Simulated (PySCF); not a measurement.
Computed shifts of a molecule CH8N2O2Si, HF/pcSseg-1 in PySCF, GIAO, gas phase, equivalent atoms averaged, in ppm (number of nuclei): ¹³C: 29.1 (1). ¹⁵N: 19.6 (1), 17.7 (1). ²⁹Si: -52.6 (1). ¹H: 2.90 (3), 2.20 (1), 1.86 (1), 0.97 (1), 0.83 (1), 0.34 (1). References: ¹³C against TMS (σ = 192.6 ppm); ¹⁵N against NH3 (σ = 267.3 ppm); ²⁹Si against TMS (σ = 393.8 ppm); ¹⁷O against H2O (σ = 333.0 ppm); ¹H against TMS (σ = 31.99 ppm), references at their B3LYP-D3(BJ)/def2-TZVP geometries, non-relativistic. Coordinates come from a B3LYP-D3(BJ)/def2-SVP optimisation. One conformer was computed; it need not be the lowest.

Q: Identify the compound among the candidates.
(A) CN[Si](N)(O)O
(B) CO[Si](N)(N)O
(C) NC[Si](N)(O)O

A: A, CN[Si](N)(O)O
